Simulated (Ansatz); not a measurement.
Reaction: GeAsH5 (SMILES [GeH3][AsH2]) → GeAsH4 (SMILES [GeH3][AsH], doublet) + H (doublet) (the As-H bond breaks)
Each species at its own B3LYP-D3(BJ)/def2-TZVP minimum (Ansatz, a program for electronic structure).

Total energies in hartree (Ansatz). Open shells are spin-unrestricted; no spin-orbit coupling. Cores are frozen in correlated methods (noble-gas shells, and filled d and f shells in the p block). No relativity. For partners of very few electrons the exact lower level stands in for a higher one.

```tsv
species	HF/cc-pVTZ	CCSD(T)/cc-pVTZ	HF/cc-pVQZ	CCSD(T)/cc-pVQZ	CCSDT(Q)/cc-pVTZ
1: GeAsH5 (SMILES [GeH3][AsH2])	-4312.55659	-4312.88465	-4312.56379	-4312.90916	-4312.88641
2: GeAsH4 (SMILES [GeH3][AsH], doublet)	-4311.96924	-4312.26241	-4311.97621	-4312.28517	-4312.26419
3: H (doublet)	-0.49981	-0.49981	-0.49995	-0.49995	-0.49981
```

Q: Work out the bond dissociation energy (electronic) in kcal/mol: take Hartree-Fock from cc-pVQZ, extrapolate the CCSD(T) correlation energy as X^-3 (X = 3, 4), and add CCSDT(Q) - CCSD(T) in cc-pVTZ. 1 hartree = 627.51 kcal/mol.

A: 
Species 1: correlation (64·(-0.34537) - 27·(-0.32806))/37 = -0.35800; step -0.00176; E1 = -4312.56379 + (-0.35800) + (-0.00176) = -4312.92355
Species 2: correlation (64·(-0.30896) - 27·(-0.29317))/37 = -0.32048; step -0.00178; E2 = -4311.97621 + (-0.32048) + (-0.00178) = -4312.29847
Species 3: correlation (64·(0.00000) - 27·(0.00000))/37 = 0.00000; step +0.00000; E3 = -0.49995 + (0.00000) + (+0.00000) = -0.49995
-1·E1 +1·E2 +1·E3 = 0.12513 hartree = 78.5 kcal/mol.
